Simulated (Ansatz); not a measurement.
A structure relaxed at PBE0-D4/def2-TZVP, charge 0, multiplicity 1:

```csv
atom,x (Å),y (Å),z (Å)
F1,-0.884,-1.436,-1.522
Si2,-0.137,-1.112,-0.163
F3,-0.987,-1.791,0.990
Cl4,1.674,-2.034,-0.220
Ge5,0.050,1.224,0.175
H6,-1.349,1.850,0.220
H7,0.777,1.473,1.502
H8,0.856,1.826,-0.981
```

**Question.** Give its formula and SMILES.

**Answer.** ClF2GeH3Si, `F[Si](F)(Cl)[GeH3]`.

**Question.** Point group (tolerance 0.08 Å, 0.16 Å for H)?

**Answer.** Cs.

**Question.** Summarise the bond lengths by kind.

**Answer.** 2 × F–Si 1.585 Å; 1 × Cl–Si 2.033 Å; 1 × Ge–Si 2.368 Å; 3 × Ge–H 1.533 to 1.534 Å.

Results of the Gaussian-basis code of Ansatz.
